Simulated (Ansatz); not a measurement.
Cartesian coordinates in Å:
```
F 0.783 2.626 0.977
Ga 0.356 1.631 -0.387
F -1.357 1.341 -0.656
F 1.446 1.630 -1.757
O 0.672 -0.270 0.187
Si -0.628 -1.368 0.394
H 1.501 -0.625 -0.151
H -1.283 -1.614 -0.904
H -1.508 -0.748 1.397
H 0.017 -2.603 0.899
```

The species carries charge 0 and has multiplicity 1.

**Question.** List the CAM-B3LYP/def2-TZVPP orbital energies in eV (Ansatz). (Estimate.)

**Answer.** The calculation gave: Occupied: -10140.26, -1802.79, -1251.70, -1109.02, -1108.92, -1108.91, -672.51, -672.43, -672.34, -525.17, -152.37, -147.29, -105.85, -105.65, -105.64, -102.69, -102.58, -102.57, -33.28, -33.06, -32.96, -32.15, -25.61, -25.59, -25.59, -25.36, -25.34, -19.47, -17.47, -15.72, -14.55, -14.49, -13.70, -13.49, -12.68, -12.65, -12.52, -12.39, -12.33, -12.23, -12.11, -11.81. Lowest empty: -0.47, 0.90, 1.57, 1.86, 1.89, 2.17, 3.10, 3.68.
